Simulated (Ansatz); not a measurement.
ClH3O2Sn (`[OH][SnH]([OH])[Cl]`). Total charge 0; spin multiplicity 1. Sn takes the def2 core potential. All single points use the PBE0-D4/def2-TZVP geometry. It is one conformer, not always the lowest.

```xyz
7

O     1.372    0.538   -0.781
Sn   -0.095    0.237    0.464
O    -0.314   -1.682    0.652
Cl   -1.959    1.133   -0.596
H     1.096    1.032   -1.558
H     0.142    0.896    2.000
H    -0.242   -2.155   -0.182
```

Problem. What is the dipole moment at B3LYP/def2-TZVPP? (An estimate is asked.)

Solution. Ansatz gave: 0.75 D, with components (0.48, 0.52, -0.26) D in this frame, pointing from negative to positive charge.

Problem. And with PBE, r2SCAN, ωB97M-V? (Estimate.)

Solution. The calculation gave: PBE 0.73 D, r2SCAN 0.76 D, ωB97M-V 0.76 D.

Problem. Give the Mulliken charges with B3LYP, ωB97M-V, r2SCAN in def2-TZVPP. (Best estimate.)

Solution. Computed: 
```
atom  B3LYP  ωB97M-V  r2SCAN
  O1  -0.53    -0.52   -0.55
 Sn2   1.15     1.08    1.15
  O3  -0.53    -0.52   -0.54
 Cl4  -0.38    -0.35   -0.38
  H5   0.19     0.18    0.21
  H6  -0.09    -0.05   -0.08
  H7   0.19     0.18    0.21
```

B3LYP here is the variant with VWN-RPA as its local correlation; programs differ in this.
